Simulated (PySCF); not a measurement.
Input for PySCF: D3(BJ) and D4 dispersion corrections on MgO (SMILES [O]=[Mg]).

```python
from pyscf import gto
from pyscf.dispersion import dftd3, dftd4

mol = gto.M(
    atom='''
    Mg    0.00000000    0.00000000   -0.86965829
    O    -0.00000000   -0.00000000    0.86965829
    ''',
    basis='def2-svp',
    charge=0, spin=0, verbose=0, max_memory=1800)
d3, d4 = {}, {}
for xc in ['hf', 'pbe', 'blyp', 'revpbe', 'tpss', 'r2scan', 'b3lyp', 'pbe0', 'bhlyp', 'camb3lyp', 'b2plyp']:
    d3[xc] = float(dftd3.DFTD3Dispersion(mol, xc=xc, version='d3bj', atm=False).get_dispersion()['energy'])
    print(f'D3(BJ) {xc:10s} {d3[xc]:14.8f} Eh')
for xc in ['hf', 'pbe', 'blyp', 'revpbe', 'tpss', 'r2scan', 'b3lyp', 'pbe0', 'bhlyp', 'camb3lyp', 'b2plyp']:
    d4[xc] = float(dftd4.DFTD4Dispersion(mol, xc={'camb3lyp': 'cam-b3lyp'}.get(xc, xc), atm=True).get_dispersion()['energy'])
    print(f'D4     {xc:10s} {d4[xc]:14.8f} Eh')
```

It printed:

```
D3(BJ) hf            -0.00800360 Eh
D3(BJ) pbe           -0.00065957 Eh
D3(BJ) blyp          -0.00157963 Eh
D3(BJ) revpbe        -0.00163378 Eh
D3(BJ) tpss          -0.00085811 Eh
D3(BJ) r2scan        -0.00015946 Eh
D3(BJ) b3lyp         -0.00131725 Eh
D3(BJ) pbe0          -0.00059027 Eh
D3(BJ) bhlyp         -0.00115967 Eh
D3(BJ) camb3lyp      -0.00057889 Eh
D3(BJ) b2plyp        -0.00066625 Eh
D4     hf            -0.00330182 Eh
D4     pbe           -0.00085718 Eh
D4     blyp          -0.00194507 Eh
D4     revpbe        -0.00253118 Eh
D4     tpss          -0.00115536 Eh
D4     r2scan        -0.00016927 Eh
D4     b3lyp         -0.00143172 Eh
D4     pbe0          -0.00070620 Eh
D4     bhlyp         -0.00119131 Eh
D4     camb3lyp      -0.00072129 Eh
D4     b2plyp        -0.00057962 Eh
```

The run finished.

Cost: about 0.04 core-seconds (a rough figure).
